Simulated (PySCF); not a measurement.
How the method changes the constants of NiN⁺

State: ⁵Δ (quintet), unpaired electrons σ ↑, π ↑↑, δ ↑. Set-up: PySCF, no relativity, basis sets Ni def2-TZVPPD, N def2-TZVPPD. De refers to Ni⁺ (3d9) + N in their high-spin ground configurations, without counterpoise correction. The functionals are run spin-unrestricted. A positive dipole points towards N; it is taken about the centre of mass and depends on that origin. Levels whose curve was spin-contaminated or gave no clean fit are not listed.

```
      Level  Re (Å)  ωe (cm⁻¹)  De (eV)  μ (D)  CPU s a point (SCF and correlation, without the integrals)
    UHF-MP2   1.819        396      n/a    n/a                                                         3.9
UHF-SCS-MP2   1.899        321      n/a    n/a                                                         n/a
        LDA   1.712        683      n/a  -2.42                                                         1.6
        PBE   1.761        609      n/a  -2.49                                                         2.3
       BLYP   1.779        587      n/a  -2.42                                                         1.7
     r²SCAN   1.767        597      n/a  -2.66                                                         2.5
      M06-L   1.778        583      n/a  -2.65                                                         2.5
       PBE0   1.802        540      n/a  -2.45                                                         4.3
    r²SCAN0   1.809        534      n/a  -2.55                                                         3.8
      HSE06   1.802        539      n/a  -2.43                                                         4.4
  BHandHLYP   1.885        406      n/a  -1.92                                                         2.7
```

Problem. What does a quarter of exact exchange do here, going from PBE to PBE0?

Solution. PBE0 less PBE: +4.1 pm in Re, -11.3 % in ωe. Exact exchange removes part of the self-interaction that spreads semilocal densities, and in most molecules shortens and stiffens the bond and lowers De; here Re and ωe go the other way.

Problem. What does the step from GGA to meta-GGA do here, going from PBE to r²SCAN?

Solution. r²SCAN less PBE: +0.6 pm in Re, -2.0 % in ωe. 

Problem. What does a quarter of exact exchange do here, going from r²SCAN to r²SCAN0?

Solution. r²SCAN0 less r²SCAN: +4.2 pm in Re, -10.6 % in ωe. Exact exchange removes part of the self-interaction that spreads semilocal densities, and in most molecules shortens and stiffens the bond and lowers De; here Re and ωe go the other way.

Correlated steps freeze 6 core orbitals. De is left out where the level can put another filling of the metal’s s and d shells below the measured ground configuration, by anything from nothing to about 1 eV. Counting both spins, an empty level lies below a filled one in some of these solutions, because spin and occupation are held. With d or f electrons several states lie close, and the lowest PBE0 determinant need not be the measured ground state.

The whole job (state search and all levels along the bond) took about 5.7 min on 2 threads of Intel Xeon Platinum 8375C @ 2.90GHz (shared host), peak memory 3.6 GiB.
